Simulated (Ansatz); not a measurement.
Consider the isomerisation: `NCO[SiH](O)F` → `OC(O)(F)N[SiH3]`.

Isolated molecules relaxed with PBE0-D4/def2-TZVP in Ansatz; ΔE leaves out vibrations. CCSD(T)/CBS adds triple-zeta CCSD(T) − MP2 to the extrapolated MP2 energy (def2 sets, frozen cores). DFT in def2-TZVPP. B3LYP here is the variant with VWN-RPA as its local correlation; programs differ in this. One conformer a species, not always the lowest.

```
             level  ΔE (kJ/mol)  difference from CCSD(T)/CBS
         r2SCAN-D4        348.6                        -16.9
           PBE0-D4        337.9                        -27.6
           ωB97M-V        347.3                        -18.2
            r2SCAN        348.9                        -16.6
             B3LYP        360.3                         -5.2
     HF/def2-TZVPP        366.3                          0.8
CCSD(T)/def2-TZVPP        355.2                        -10.3
SCS-MP2/def2-QZVPP        375.4                          9.9
      HF/CBS(def2)        372.4                          6.9
    CCSD/CBS(def2)        369.7                          4.2
       CCSD(T)/CBS        365.5                            0
```

Largest T1 diagnostic among the species: 0.011.

The D4 term adds −3.2 kJ/mol with B3LYP and −1.5 kJ/mol with PBE0; it sums over pairs of atoms, weighted by their polarisabilities, and B3LYP, whose exchange is more repulsive, gets the larger term. From PBE to PBE0 (25 % exact exchange), in def2-TZVPP and without D4, ΔE moves by +5.2 kJ/mol.
